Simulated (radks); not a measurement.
Neutral ytterbium, [Xe] 4f14 6s2. Calculated with a radial shooting solver on a logarithmic mesh with Libxc functionals: non-relativistic Kohn-Sham, exchange-only B88, spin-polarised, spherical densities, point nucleus. Every spin shell is full or empty, so the densities are truly spherical. Functionals are evaluated on that one density, not self-consistently. Rank these exchange functionals by their error against the exact value of the orbitals, and give that value: LDA, B88, PBEsol, RPBE, PW91, PW86, SOGGA, EV93, TPSS, revTPSS, r2SCAN, MS2, Tao-Mo, TASK, MVS.

Answer. Exact: -275.747 hartree. From best to worst, with 100 (|E| - |E exact|)/|E exact| (equal figures are ties): PW86 -0.04, r2SCAN +0.05, RPBE +0.06, TPSS -0.12, EV93 -0.19, MVS +0.25, PW91 +0.33, B88 +0.35, MS2 -0.40, Tao-Mo -0.57, revTPSS -0.65, PBEsol -1.63, SOGGA -1.64, TASK -1.78, LDA -3.79.
